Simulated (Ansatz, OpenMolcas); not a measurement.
TiNH2Cl3: a line through the functionals

TiNH2Cl3: 7 atoms, total charge 0, spin state singlet. As SMILES, `[NH2][Ti]([Cl])([Cl])[Cl]`. Geometry: relaxed at PBE0-D4/def2-TZVP.

The HOMO–LUMO gap y, in eV, basis def2-SVP; a is the functional's share of exact exchange. Programs: Ansatz 0.2.0, OpenMolcas 26.06.

```
functional     program     a  y (eV)
    revPBE      Ansatz     0    2.96
    r2SCAN  OpenMolcas     0    3.30
     B3LYP      Ansatz   0.2       ?
      PBE0      Ansatz  0.25    5.21
     BHLYP  OpenMolcas   0.5    7.55
```

Question: Fit y = c + s·a to the known rows and predict B3LYP.

Answer: 
1. Means of the 4 rows: a = 0.1875, y = 4.755.
2. Σ(Δa)² = 0.17188, Σ(Δa·Δy) = 1.5112, so the slope is 1.5112/0.17188 = 8.7922.
3. Intercept: 4.755 − (8.7922) × 0.1875 = 3.106. The largest residual of the fit is 0.19.
4. B3LYP: 3.106 + (8.7922) × 0.2 = 4.86 eV.

The run gave 4.73 eV, so the prediction is off by +0.13 eV, within the largest residual. Exact exchange lowers occupied levels and raises empty ones. The rows mix families of semi-local functionals, which the line can't see.
